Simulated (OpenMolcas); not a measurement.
Eu3+ among 6 point charges of -1 e arranged as an octahedron (Oh), 2.88 Å from the ion.
```
   2.8800    0.0000    0.0000  -1.00
   0.0000    2.8800    0.0000  -1.00
  -2.8800    0.0000    0.0000  -1.00
   0.0000   -2.8800    0.0000  -1.00
   0.0000    0.0000    2.8800  -1.00
   0.0000    0.0000   -2.8800  -1.00
```

```json
{
  "Program": "OpenMolcas 26.06",
  "Method": "CASSCF",
  "Basis": "ANO-RCC-VTZP [8s7p5d3f2g1h]",
  "Scalar Hamiltonian": "DKH2, point nucleus",
  "Active space": "6 electrons in 7 orbitals (4f)",
  "State averaging": "2S+1 = 7 even, 7 roots; 2S+1 = 5 even, 77 roots kept (CI in the orbitals of an earlier block); 2S+1 = 3 even, 3 roots kept (CI in the orbitals of an earlier block)",
  "Spin-orbit coupling": "RASSI with atomic mean-field integrals over the reference wave functions"
}
```

(1) What is the spin-free ground state (labels of O, the rotations of Oh)?

(2) Where is the first state of the same spin?

(3) What are the lowest two levels with spin-orbit coupling?

(4) What is χT at 300 K, and how does it compare with the textbook value?

Answers

(1) 7T1, 3-fold in its orbital part, 100 % from free-ion F terms; it has the highest spin that f6 allows.

(2) 7T2 at 79.9 cm-1 above the ground state.

(3) A 1-fold level A1, then a 3-fold level T1 375.7 cm-1 above it. Their leading multiplicities are 7 (95 %) and 7 (96 %).

(4) Hund's rules give f6 a J = 0 ground level with no moment of its own; the computed χT of 1.292 cm3 K/mol at 300 K comes from higher levels.

High states are left out of the spin-orbit mixing, which shifts the levels that they would mix with. This is an electrostatic model: the charges have no orbitals. The first state left out of the spin-orbit step lies near 46000 cm-1 above the lowest spin-free state of the reference (among the parities and spins computed), and the lists stop at four fifths of that energy or lower. No measured value stands beside these numbers.
